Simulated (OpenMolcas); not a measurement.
**Ru2+: moving or changing the point charges**

Ru2+ among 6 point charges of -1.7 e arranged as a trigonal prism (D3h), 2.13 Å from the ion, with a polar angle of 57.0° against the regular 49.1°. The active orbitals were held to one l.

| Item | Value |
| --- | --- |
| Program | OpenMolcas 26.06 |
| Method | CASSCF |
| Basis | ANO-RCC-VTZP [7s6p4d2f1g] |
| Scalar Hamiltonian | DKH2, point nucleus |
| Active space | 6 electrons in 5 orbitals (4d) |
| State averaging | 2S+1 = 5 even, 5 roots; 2S+1 = 3 even, 45 roots; 2S+1 = 1 even, 50 roots |
| Spin-orbit coupling | state interaction with AMFI integrals over the reference wave functions |

Runs around this geometry, states (labels of D3, the rotations of D3h). Energies in cm-1 above the lowest state or level, χT in cm3 K/mol.

```
R (Å)  Polar angle / regular  Ground state  First state of that spin  First gap with spin-orbit (degeneracies)  χT at 300 K  First state of another spin
 2.13                   1.07           5A1                  5E 604.7                              233.9 (2, 1)        4.610              2S+1 = 3: 14460
 2.02                   1.16           5A1                   5E 8515                               38.6 (1, 2)        3.366              2S+1 = 3: 17987
 2.13                   1.16           5A1                   5E 6683                               42.9 (1, 2)        3.489              2S+1 = 3: 18081
```

Taking the first state of the same spin as R^-n, n = -ln(6683 / 8515) / ln(2.13 / 2.02) = 4.6 between the shortest and longest distance.

Without dynamic correlation the repulsion within the d shell is too large (B by tens of per cent), so at a given field states of lower spin stand too high. Point charges give a weaker field than real ligands, and real ions of this kind are as a rule low spin; the high spin found here belongs to the model. Point charges carry no covalency, so the field is a model and not that of real ligands. An unlabelled pair can be two single states that coincide in this model. No measured value stands beside these numbers.

A state without a sure symmetry label is named by its multiplicity alone.
